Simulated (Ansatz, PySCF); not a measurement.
Process, species as SMILES: ClC1(Cl)C[SiH2]C1 [3,3-dichlorosiletane] + 5 C (CH4) + [SiH4] (SiH4) → 2 CC (C2H6) [ethane] + 2 CCl (CH3Cl) [chloromethane] + 2 C[SiH3] [methylsilane]
Each molecule is optimised on its own at B3LYP-D3(BJ)/def2-TZVP (Ansatz, a quantum-chemistry and plane-wave program), one conformer each, not searched for the lowest.
Geometry of the first species:
```xyz
12

Cl    -0.1948     0.8677    -1.5574
C     -0.3034     0.0455     0.0547
Cl    -2.0123     0.1581     0.6352
C      0.7338     0.6708     1.0076
Si     1.9209    -0.7079     0.4516
C      0.2282    -1.3947    -0.0800
H      0.4251     0.4996     2.0400
H      0.9158     1.7295     0.8566
H      2.6324    -1.4447     1.5202
H      2.8572    -0.3641    -0.6368
H     -0.1892    -2.0098     0.7187
H      0.0354    -1.8672    -1.0371
```
Charge 0, spin multiplicity 1.

Wanted: bond separation energy (0 K, with B3LYP-D3(BJ) harmonic zero-point energies from PySCF), in kcal/mol. Valence correlation only, unless marked. No spin-orbit coupling. Non-relativistic unless marked X2C. CBS(X,Y): correlation extrapolated as X^-3; Hartree-Fock from the larger set. The bracket is a focal-point correction in the basis named.

```tsv
level	program	bond separation energy (kcal/mol)
BLYP-D4/def2-TZVPD	Ansatz + dftd4	-3.4
PBE0/STO-3G	Ansatz	-12.0
BHLYP-D4/def2-TZVPD	Ansatz + dftd4	[?]
r2SCANh-D4/def2-TZVPD	Ansatz + dftd4	[?]
wB97M-V/def2-TZVPD	Ansatz	[?]
B2PLYP-D4/def2-TZVPD	Ansatz + dftd4	-5.4
SCS-MP2/aug-cc-pV(T+d)Z	Ansatz	-4.2
X2C-CCSD(T)/cc-pVTZ-DK	Ansatz	-5.0
RI-MP2/CBS(cc-pV(T+d)Z,cc-pV(Q+d)Z)+[CCSD(T)-MP2]/cc-pV(T+d)Z	Ansatz	-5.2
```

Some entries are withheld; supply them.


- BHLYP-D4/def2-TZVPD, bond separation energy (kcal/mol): -9.6
- r2SCANh-D4/def2-TZVPD, bond separation energy (kcal/mol): -5.7
- wB97M-V/def2-TZVPD, bond separation energy (kcal/mol): -5.8
